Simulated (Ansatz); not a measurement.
Ansatz results at the PBE0-D4/def2-TZVP geometry: HOMO energy (B3LYP/def2-TZVPP) -7.08 eV; HOMO–LUMO gap (PBE0/def2-TZVPP) 6.87 eV; LUMO energy (PBE/def2-TZVPP) -1.38 eV.

Each molecule was computed in one conformer, which needn't be the lowest.

Question: Which molecule gave them?
A. `CB(F)C(O)S`
B. `[F][GeH]([AlH2])[SiH3]`
C. `[CH3][AlH][SiH2][SeH]`
D. `O=CB[SiH3]`

Answer: A. The others give `O=CB[SiH3]`: -7.60, 6.00, -2.81; `[CH3][AlH][SiH2][SeH]`: -6.61, 5.00, -2.60; `[F][GeH]([AlH2])[SiH3]`: -7.26, 5.10, -3.09.

B3LYP here is the variant with VWN-RPA as its local correlation; programs differ in this.
